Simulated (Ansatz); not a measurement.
`[CH3][In]([CH3])[F]` + HCl → `[CH3][In]([F])[Cl]` + CH₄ at 298.15 K and 1 bar (ligand exchange at the In–C bond).

Computed with Ansatz on PBE0-D4/def2-TZVP structures; ΔE is electronic, products minus reactants. CCSD(T)/CBS adds triple-zeta CCSD(T) − MP2 to the extrapolated MP2 energy (def2 sets, frozen cores). This one scheme is used for every species. Elements past krypton have def2 core potentials. For In outer-core shells are correlated without core-valence functions, which leaves a few kJ/mol of doubt a bond.

```csv
species,CCSD(T)/CBS energy (Eh),H − E (kJ/mol),S (J/(mol·K))
`[CH3][In]([CH3])[F]`,-369.35906,213.4,375.8
HCl,-460.38127,26.6,186.8
`[CH3][In]([F])[Cl]`,-789.33016,121.3,366.4
CH₄,-40.46206,127.4,186.2
```

H − E and S are ideal-gas, rigid-rotor, harmonic terms from PBE0-D4/def2-TZVP, for one conformer and one mirror image of each species. 1 Eh = 2625.50 kJ/mol, R = 8.31446 J/(mol·K).

Problem. By hand: ΔE, ΔH, ΔS and ΔG.

Solution. ΔE = (-789.33016) + (-40.46206) − (-369.35906) − (-460.38127) = -0.05189 Eh = -136.2 kJ/mol. Δ(H − E) = 121.3 + 127.4 − 213.4 − 26.6 = 8.7, so ΔH = -127.5 kJ/mol. ΔS = 366.4 + 186.2 − 375.8 − 186.8 = -10.0 J/(mol·K). ΔG = -127.5 − 298.15 × (-10.0)/1000 = -124.5 kJ/mol.

Problem. By hand: the equilibrium constant, and the temperature at which ΔG would vanish if ΔH and ΔS stayed fixed.

Solution. log₁₀ K = −ΔG/(RT ln 10) = 21.8. ΔG = 0 at ΔH/ΔS = 12750 K, far beyond where these terms or the molecules hold.

The number of gas molecules stays the same, so ΔS is small and ΔH decides. A doubt of 5 kJ/mol in ΔE shifts log₁₀ K by 0.9 here. Other conformers and mirror images would add mixing entropy, several J/(mol·K) or more a flexible species. Modes under 60 cm⁻¹, often nearly free rotors, make the harmonic entropy too high. These are equilibria of isolated gas molecules and say nothing of rates. Largest T1 diagnostic: 0.014 (customary marks: 0.02 for closed shells, 0.045 for open ones).
